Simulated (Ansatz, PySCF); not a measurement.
Species: BHF, net charge 0, doublet state. SMILES: [BH]F
Structure (B3LYP-D3(BJ)/def2-TZVP (Ansatz, a first-principles code) minimum search):
```
B
F 1 1.3046
H 1 1.2028 2 121.00
```
Charge 0, spin multiplicity 2.

M06-2X/6-31G* (5d) beside other levels, property by property. Conventions: atomisation electronic, to ground-state atoms; dispersion terms only where a functional's name holds one; 6-311+G** with 5d; each state is the SCF solution reached for its charge and spin; frozen cores in correlated levels; six Cartesian d functions in 6-31G* and its kin unless marked 5d; UHF or UKS for open shells; non-relativistic; no spin-orbit coupling. CBS marks a two-point X^-3 extrapolation of the correlation energy; Hartree-Fock from the larger set. First-principles rows: single points at B3LYP-D3(BJ) geometries (Ansatz), with unscaled harmonic terms from B3LYP/6-31G* at its own minima, enthalpies of formation by atomisation with measured atoms.

Coupled cluster (Ansatz) is a level with limits of its own, used here on species with T1 under 0.025 (0.045 for open shells) and stable references: CCSD(T)/CBS(aug-cc-pVTZ,aug-cc-pVQZ).

```
property                                        M06-2X/6-31G* (5d) (PySCF)  PBE/6-31G* (Ansatz)  B3LYP/6-311+G** (Ansatz)  wB97X-V/def2-TZVPD (Ansatz)        to compare with
----------------------------------------------  --------------------------  -------------------  ------------------------  ---------------------------  ---------------------
atomisation energy (kcal/mol)                                        238.7                245.2                     231.4                        233.7  233.0 coupled cluster
enthalpy of formation at 298 K (kcal/mol)                            -25.3                -31.8                     -18.0                        -20.3  -19.6 coupled cluster
vertical ionisation energy to the singlet (eV)                        9.09                 8.95                      9.40                         9.18   9.18 coupled cluster
```

As the rows show:
- atomisation energy: M06-2X/6-31G* (5d) lies 5.7 kcal/mol above coupled cluster.
- enthalpy of formation at 298 K: M06-2X/6-31G* (5d) lies 5.7 kcal/mol below coupled cluster.
- vertical ionisation energy to the singlet: M06-2X/6-31G* (5d) lies 0.09 eV below coupled cluster.

The properties are those with a value to compare with, at most eight drawn at random. No case is left out for the size of its miss. Left out are saddle points of the reference geometry, anions that the best level run finds unbound, excited spin states, species near biochemistry, cases with under five habitual levels, runs that failed or whose electronic state is in doubt, and table entries that another table contradicts.
